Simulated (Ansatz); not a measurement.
Ansatz (an electronic-structure program) input (PBE-QIDH/def2-TZVPD):

Ansatz 0.2 input:
```yaml
crystal:
  periodic: [false, false, false]
  atoms:
    - {symbol: Si, position_ang: [-0.87007622, -0.22862312, -0.26239885]}
    - {symbol: C, position_ang: [-1.46115404, 1.41982393, -0.94564671]}
    - {symbol: C, position_ang: [-2.04121443, -0.90160437, 1.03047366]}
    - {symbol: N, position_ang: [0.66250148, 0.09783728, 0.46845897]}
    - {symbol: Si, position_ang: [2.32043436, -0.07654489, 0.05222451]}
    - {symbol: H, position_ang: [-0.77489157, -1.20602883, -1.38357402]}
    - {symbol: H, position_ang: [-2.44447137, 1.28857733, -1.40402986]}
    - {symbol: H, position_ang: [-0.77959739, 1.80281861, -1.70612327]}
    - {symbol: H, position_ang: [-1.54430705, 2.16039916, -0.14914634]}
    - {symbol: H, position_ang: [-3.02069369, -1.10241049, 0.58948746]}
    - {symbol: H, position_ang: [-1.66526284, -1.83544102, 1.45225844]}
    - {symbol: H, position_ang: [-2.16698951, -0.18724703, 1.84603313]}
    - {symbol: H, position_ang: [2.59117344, -0.29228002, -1.39403575]}
    - {symbol: H, position_ang: [3.07753034, 1.11707807, 0.49900261]}
    - {symbol: H, position_ang: [2.79919636, -1.26729196, 0.80439404]}
basis:
  gaussian:
    orbitals: def2-TZVPD
hamiltonian:
  xc: {name: PBE-QIDH}
magnetization: {spin_polarized: true, initial_magnetization: 1}
correlation: {electrons: outside_noble_gas}
```

End of the output:

```
integrals: 0.81 GiB planned
1978 factors; integrals over basis functions are off by at most 9.3e-4 eV
0.40 GiB of the device are held for the grids
1.65 GiB of device memory are held for the factors and their scratch space
mean field: 2.94 GiB planned
mean field evaluation 1: about -19451.9626 eV, gradient 3.9e1 eV
mean field evaluation 2: about -19452.0092 eV, gradient 3.9e1 eV
mean field evaluation 4: about -19459.6345 eV, gradient 4.7e0 eV
mean field evaluation 8: about -19459.8936 eV, gradient 6.6e-1 eV
mean field evaluation 16: about -19459.9095 eV, gradient 6.5e-2 eV
mean field evaluation 32: about -19459.9106 eV, gradient 1.0e-5 eV
mean field -19459.91063684 eV, -715.1385255026 hartree, gradient 2.2e-6 eV, S^2 0.757661; 2 other end points of the search recorded, 0 dependent functions left out
13 core orbitals not correlated
reference -19459.91065528 eV, -715.1385261803 hartree; 16, 15 occupied and 258, 259 virtual orbitals, 1978 factors
second order -23.12244841 eV of doubles, -0.00000000 eV of singles
Total energy: -19467.61813808 eV, -715.4217709491 hartree
```

It need not be the lowest isomer of its formula.
